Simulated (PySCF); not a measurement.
NMR data sheet: C$_{6}$H$_{6}$NOP

| Quantity | Value |
| --- | --- |
| Formula | C6H6NOP |
| SMILES | CC(=O)c1cpccn1 |
| InChI | InChI=1S/C6H6NOP/c1-5(8)6-4-9-3-2-7-6/h2-4H,1H3 |
| Point group of the computed structure | Cs |
| Carbon signals | 6 |
| Proton signals | 4 |

Atom-mapped SMILES (the numbers label the heavy atoms): `[CH3:1][C:2](=[O:3])[c:4]1[cH:5][p:6][cH:7][cH:8][n:9]1` (H(Xn): hydrogen on atom n).

All values are calculated (PySCF 2.14.0 with density-fitted response routines): σ from GIAO-PBE0/pcSseg-1, geometry: GFN2-xTB. A single conformation, non-relativistic Hamiltonian, fast rotation and ring inversion assumed for equivalent nuclei, in vacuum.

References, each an isolated molecule treated in the same way: ¹H and ¹³C vs TMS; ³¹P vs H3PO4; ¹⁵N against NH3; ¹⁷O vs H2O.

| carbon | δC, type | δH (multiplicity) | HMBC from (2–3 bonds) | span of the C tensor (ppm) |
| --- | --- | --- | --- | --- |
| C1 | 29.8, CH3 | 2.96 (s) | – | 44 |
| C2 | 206.0, C | – | H(C5), H(C1) | 204 |
| C4 | 154.8, C | – | H(C5), H(C8), H(C1) | 218 |
| C5 | 156.4, CH | 10.14 (m) | H(C7) | 342 |
| C7 | 162.2, CH | 9.15 (m) | H(C5), H(C8) | 339 |
| C8 | 156.3, CH | 9.43 (m) | H(C7) | 229 |

Other nuclei:
| atoms | nucleus | environment | δ (ppm) | σ (ppm) |
| --- | --- | --- | --- | --- |
| P6 | ³¹P | phosphorus bonded to 2 C, in a 6-membered ring | 277.2 | 41.2 |
| N9 | ¹⁵N | pyridine-type ring nitrogen | 349.4 | -81.6 |
| O3 | ¹⁷O | ketone oxygen | 661.4 | -325.3 |

- δC 206.0: ketone carbonyl carbon; low-lying n→π* states of the double bond to the heteroatom give a large paramagnetic term (-267 ppm).
- δC 156.3: aromatic CH next to a ring nitrogen; the adjacent pyridine-type nitrogen withdraws density from it.
- δC 154.8: substituted aromatic carbon next to a ring nitrogen.
- δH 10.14, 9.15: hydrogen on an aromatic CH.
- δH 9.43: hydrogen on an aromatic CH next to a ring nitrogen; ring current plus the neighbouring ring nitrogen.

Splittings by ³¹P in the carbon and heteronuclear signals aren't shown, as no couplings were computed. Shifts are as computed. Against solution values, carbons near 30 ppm lie about +3 ppm off and those near 130 ppm about +5 ppm. Of 1211 compounds with measured shifts, 218 miss one by over three times the rms of a fit or turn the order of signals round; such compounds aren't used in these exercises. Unscaled 17O shifts of doubly bonded oxygen tend to come out too high, by tens of ppm or more. Experimental scales use liquid or dissolved standards, which lie at an offset from isolated NH3 (liquid NH3: subtract about 20 ppm) and H2O (liquid H2O: subtract about 36 ppm) and H3PO4. Unscaled 15N shifts of sp2 nitrogen come out 20 to 40 ppm too high even then. Multiplicities follow the n + 1 count of equivalent neighbours, as no J values were calculated; m marks all less simple cases, F and P coupling included.
